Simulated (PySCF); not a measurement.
Working out the ionisation energy of Kr

Kr [Kr] (1S) → Kr⁺ [Ar] 3d10 4s2 4p5 (2P). Computed with PySCF 2.14 in aug-cc-pwCVDZ-PP with ECP10MDF (6s5p4d1f, 48 functions), with a scalar-relativistic core potential. Frozen: nothing. Energies in hartree (1 hartree = 27.21139 eV):

```
            part   Kr (lower)  Kr⁺ (upper)
             UHF  -462.180446  -461.697680
CCSD correlation    -0.541351    -0.515018
             (T)    -0.007898    -0.006826
```

**Question.** What does Hartree-Fock give?

**Answer.** (-461.697680) − (-462.180446) = 0.482766 hartree = 13.137 eV.

**Question.** What do CCSD and CCSD(T) give?

**Answer.** The CCSD correlation energies differ by 0.026333 hartree = 0.717 eV and the triples by 0.001072 hartree = 0.029 eV, so CCSD gives 13.854 eV and CCSD(T) 13.883 eV.

Measured between the centres of the two terms (NIST): 14.222 eV, so CCSD(T) (valence and next inner shell) is off by -0.339 eV.

A double-zeta basis recovers only part of the correlation energy.

What remains against the reference includes basis incompleteness and higher excitations.
